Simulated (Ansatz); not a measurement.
Geometry optimisation, RHF/def2-SVP (Ansatz 0.2.0).

input.yaml

```yaml
crystal:
  periodic: [false, false, false]
  atoms:
    - { symbol: W, position_ang: [0.170288, -0.359285, -0.273615] }
    - { symbol: H, position_ang: [0.712474, 0.055996, 2.578226] }
    - { symbol: Cl, position_ang: [2.357748, -0.679952, 0.370002] }
    - { symbol: Cl, position_ang: [0.033624, 3.408116, -0.82813] }
    - { symbol: Cl, position_ang: [-1.894695, -0.187967, 0.70374] }
    - { symbol: Cl, position_ang: [-0.144671, -2.616579, -0.743149] }
    - { symbol: Cl, position_ang: [0.300341, 0.347365, -2.465778] }
    - { symbol: Cl, position_ang: [0.503571, 1.930395, 0.501885] }
    - { symbol: H, position_ang: [0.442418, 0.68651, 2.760918] }
basis:
  gaussian: { orbitals: def2-SVP }
hamiltonian:
  xc: hf
relax:
  f_tol: 0.03
  max_steps: 50
```

Launched with:

```bash
$ ansatz run input.yaml --threads 4 --pin off --max-ram 5120MiB --backend cpu --events-out ev --progress --plain --runs-dir out
```

**Question.** Where does it end, and by what steps?

**Answer.** It converged. The force dipped under the threshold on the way, but the program's further checks kept it going. After 17 steps the energy has fallen by 0.803 eV; Cl8 moved furthest, 1.24 Å. Parted: W1–Cl8 (2.44 → 4.42 Å).

```json
{"step": "0", "energy less start (eV)": "0.0000", "largest force component (eV/Å)": "1.567", "accepted": "yes"}
{"step": "1", "energy less start (eV)": "-0.3303", "largest force component (eV/Å)": "0.958", "accepted": "yes"}
{"step": "2", "energy less start (eV)": "-0.4670", "largest force component (eV/Å)": "1.038", "accepted": "yes"}
{"step": "3", "energy less start (eV)": "-0.5539", "largest force component (eV/Å)": "0.615", "accepted": "yes"}
{"step": "4", "energy less start (eV)": "-0.6266", "largest force component (eV/Å)": "0.443", "accepted": "yes"}
{"step": "5", "energy less start (eV)": "-0.6609", "largest force component (eV/Å)": "0.305", "accepted": "yes"}
{"step": "6", "energy less start (eV)": "-0.6971", "largest force component (eV/Å)": "0.225", "accepted": "yes"}
{"step": "7", "energy less start (eV)": "-0.7288", "largest force component (eV/Å)": "0.269", "accepted": "yes"}
{"step": "8", "energy less start (eV)": "-0.7728", "largest force component (eV/Å)": "0.380", "accepted": "yes"}
{"step": "9", "energy less start (eV)": "-0.7840", "largest force component (eV/Å)": "0.122", "accepted": "yes"}
{"step": "10", "energy less start (eV)": "-0.7931", "largest force component (eV/Å)": "0.082", "accepted": "yes"}
{"step": "11", "energy less start (eV)": "-0.7989", "largest force component (eV/Å)": "0.206", "accepted": "yes"}
{"step": "12", "energy less start (eV)": "-0.8013", "largest force component (eV/Å)": "0.045", "accepted": "yes"}
{"step": "13", "energy less start (eV)": "-0.8022", "largest force component (eV/Å)": "0.028", "accepted": "yes"}
{"step": "14", "energy less start (eV)": "-0.8026", "largest force component (eV/Å)": "0.041", "accepted": "yes"}
{"step": "15", "energy less start (eV)": "-0.8028", "largest force component (eV/Å)": "0.034", "accepted": "yes"}
{"step": "16", "energy less start (eV)": "-0.8030", "largest force component (eV/Å)": "0.051", "accepted": "yes"}
{"step": "17", "energy less start (eV)": "-0.8031", "largest force component (eV/Å)": "0.028", "accepted": "yes"}
```

```xyz
9
Properties=species:S:1:pos:R:3
W 0.112 -1.022 -0.757
H 0.996 0.127 3.234
Cl 2.259 -0.886 0.001
Cl -0.280 4.092 -0.734
Cl -1.867 -0.164 -0.021
Cl -0.275 -3.227 -0.318
Cl 0.331 0.123 -2.716
Cl 0.886 3.111 0.592
H 0.319 0.431 3.323
```

Whether the end is a true minimum wasn't checked by a vibrational analysis.

The run took 82 s on 4 threads of Arm Neoverse V1, with other jobs on the host, peak memory 0.61 GiB.
